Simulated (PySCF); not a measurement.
Cl₃Y, SMILES [Cl][Y]([Cl])[Cl] (connectivity only; charge and spin as stated), charge +1, multiplicity 2.

Geometry optimised at PBE-D3(BJ)/def2-SVP. The multiplicity is an assumed one; other spin states were not compared. The isomer is the one that the SMILES or the coordinates give; other isomers of the formula were not compared. The def2 effective core potentials stand for the cores of Y; spin–orbit coupling is left out.

Level of theory: PBE-D3(BJ)/def2-SVP run with PySCF 2.14.0.

Frequencies are harmonic and unscaled.

| mode | ν (cm⁻¹) | IR (km/mol) | moving atoms (share of kinetic energy) |
|---|---|---|---|
| 1 | 58 | 5.7 | Cl 85 %, Y 15 % |
| 2 | 66 | 7.9 | Cl 73 %, Y 27 % |
| 3 | 157 | 6.0 | Cl 86 %, Y 14 % |
| 4 | 260 | 0.1 | Cl 78 %, Y 22 % |
| 5 | 340 | 31.0 | Cl 73 %, Y 27 % |
| 6 | 410 | 63.1 | Cl 69 %, Y 31 % |
